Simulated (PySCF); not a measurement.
COS (SMILES O=C=S), singlet, geometry from GFN2-xTB; CAMB3LYP/cc-pVDZ run with PySCF.

PySCF was given this input:
```python
from pyscf import gto, scf, dft

mol = gto.Mole()
mol.atom = '''
    O    -0.000000   -0.000000   -1.666869
    C    -0.000000   -0.000000   -0.512825
    S     0.000000    0.000000    1.025744
'''
mol.basis = 'cc-pvdz'
mol.charge = 0
mol.spin = 0
mol.verbose = 4
mol.build()

mf = dft.RKS(mol)
mf.xc = 'camb3lyp'
mf.kernel()
mf.analyze()
```

Write the output that PySCF gives for this input, abridged.


```
PySCF version 2.14.0

[INPUT] verbose = 4
[INPUT] num. atoms = 3
[INPUT] num. electrons = 30
[INPUT] charge = 0
[INPUT] spin (= nelec alpha-beta = 2S) = 0
[INPUT] symmetry False subgroup None
[INPUT] Mole.unit = angstrom
[INPUT] Symbol           X                Y                Z      unit          X                Y                Z       unit  Magmom
[INPUT]  1 O      0.000000000000   0.000000000000  -1.666869000000 AA    0.000000000000   0.000000000000  -3.149925895528 Bohr   0.0
[INPUT]  2 C      0.000000000000   0.000000000000  -0.512825000000 AA    0.000000000000   0.000000000000  -0.969098799830 Bohr   0.0
[INPUT]  3 S      0.000000000000   0.000000000000   1.025744000000 AA    0.000000000000   0.000000000000   1.938375233916 Bohr   0.0

nuclear repulsion = 80.1840935034985
number of shells = 15
number of NR pGTOs = 93
number of NR cGTOs = 46
basis = cc-pvdz
ecp = {}

******** <class 'pyscf.dft.rks.RKS'> ********
method = RKS
initial guess = minao
damping factor = 0
level_shift factor = 0
DIIS = <class 'pyscf.scf.diis.CDIIS'>
diis_start_cycle = 1
diis_space = 8
diis_damp = 0
SCF conv_tol = 1e-09
SCF conv_tol_grad = None
SCF max_cycles = 50
direct_scf = True
direct_scf_tol = 1e-13
XC library pyscf.dft.libxc version 7.1.2
    S. Lehtola, C. Steigemann, M. J. T. Oliveira, and M. A. L. Marques,  SoftwareX 7, 1–5 (2018)
XC functionals = camb3lyp
    T. Yanai, D. P. Tew, and N. C. Handy,  Chem. Phys. Lett. 393, 51 (2004)
radial grids:
    Treutler-Ahlrichs [JCP 102, 346 (1995); DOI:10.1063/1.469408] (M4) radial grids

becke partition: Becke, JCP 88, 2547 (1988); DOI:10.1063/1.454033
pruning grids: <function nwchem_prune>
grids dens level: 3
symmetrized grids: False
atomic radii adjust function: <function treutler_atomic_radii_adjust>
small_rho_cutoff = 0
Set gradient conv threshold to 3.16228e-05
Initial guess from minao.
tot grids = 47080
init E= -512.001176101686
  HOMO = -0.342538132667459  LUMO = -0.0267260994397749  gap/eV = 8.59368
cycle= 1 E= -511.409319498972  delta_E= 0.592  |g|= 0.702  |ddm|= 1.98
  HOMO = -0.342743098394407  LUMO = 0.00714220546659104  gap/eV = 9.52086
cycle= 2 E= -511.211773986553  delta_E= 0.198  |g|= 1.28  |ddm|= 1.11
  HOMO = -0.354845496420949  LUMO = 0.0195325144444745  gap/eV = 10.18734
cycle= 3 E= -511.50626332173  delta_E= -0.294  |g|= 0.121  |ddm|= 0.723
  HOMO = -0.359924631162793  LUMO = 0.031493317198906  gap/eV = 10.65102
cycle= 4 E= -511.509836411303  delta_E= -0.00357  |g|= 0.0472  |ddm|= 0.136
  HOMO = -0.360569595060958  LUMO = 0.0283065207365334  gap/eV = 10.58186
cycle= 5 E= -511.510396730266  delta_E= -0.00056  |g|= 0.00485  |ddm|= 0.0377
  HOMO = -0.359658581655351  LUMO = 0.0292406409641922  gap/eV = 10.58249
cycle= 6 E= -511.510402293647  delta_E= -5.56e-06  |g|= 0.000886  |ddm|= 0.00502
  HOMO = -0.359897100630632  LUMO = 0.0290013414874987  gap/eV = 10.58247
cycle= 7 E= -511.510402517381  delta_E= -2.24e-07  |g|= 0.000139  |ddm|= 0.00106
  HOMO = -0.35987297816465  LUMO = 0.0290123563978916  gap/eV = 10.58211
cycle= 8 E= -511.510402523636  delta_E= -6.26e-09  |g|= 2.55e-05  |ddm|= 0.000192
  HOMO = -0.359874894851122  LUMO = 0.0290133136919785  gap/eV = 10.58219
cycle= 9 E= -511.51040252386  delta_E= -2.23e-10  |g|= 6.32e-06  |ddm|= 3.68e-05
  HOMO = -0.359874098879617  LUMO = 0.0290136705401405  gap/eV = 10.58218
Extra cycle  E= -511.510402523846  delta_E= 1.36e-11  |g|= 1.06e-05  |ddm|= 1.17e-05
converged SCF energy = -511.510402523846
**** SCF Summaries ****
Total Energy =                        -511.510402523845869
Nuclear Repulsion Energy =              80.184093503498502
One-electron Energy =                 -862.932972046569375
Two-electron Energy =                  271.238476019225004
Two-electron Coulomb Energy =          310.871483823067251
DFT Exchange-Correlation Energy =      -39.633007803842226
HOMO-LUMO gap [eV] =                    10.582175212137761
**** MO energy ****
MO #1   energy= -88.9794598706653  occ= 2
MO #2   energy= -19.3028306217897  occ= 2
MO #3   energy= -10.4274377696135  occ= 2
MO #4   energy= -8.04566550251334  occ= 2
MO #5   energy= -6.01102876136551  occ= 2
MO #6   energy= -6.00340662588896  occ= 2
MO #7   energy= -6.00340662588895  occ= 2
MO #8   energy= -1.22754964573548  occ= 2
MO #9   energy= -0.914914885462779 occ= 2
MO #10  energy= -0.620272379933508 occ= 2
MO #11  energy= -0.550700871535041 occ= 2
MO #12  energy= -0.550700871535038 occ= 2
MO #13  energy= -0.535008668903191 occ= 2
MO #14  energy= -0.359874098879617 occ= 2
MO #15  energy= -0.359874098879617 occ= 2
MO #16  energy= 0.0290136705401405 occ= 0
MO #17  energy= 0.0290136705401424 occ= 0
MO #18  energy= 0.133359658125303  occ= 0
MO #19  energy= 0.247041977021446  occ= 0
MO #20  energy= 0.473313077002848  occ= 0
MO #21  energy= 0.489158910254217  occ= 0
MO #22  energy= 0.489158910254221  occ= 0
MO #23  energy= 0.553948532078256  occ= 0
 ** Mulliken pop on meta-lowdin orthogonal AOs  **
 ** Mulliken pop  **
 ** Mulliken atomic charges  **
charge of    0O =     -0.25071
charge of    1C =      0.26937
charge of    2S =     -0.01867
Dipole moment(X, Y, Z, Debye): -0.00000, -0.00000,  0.51681
```
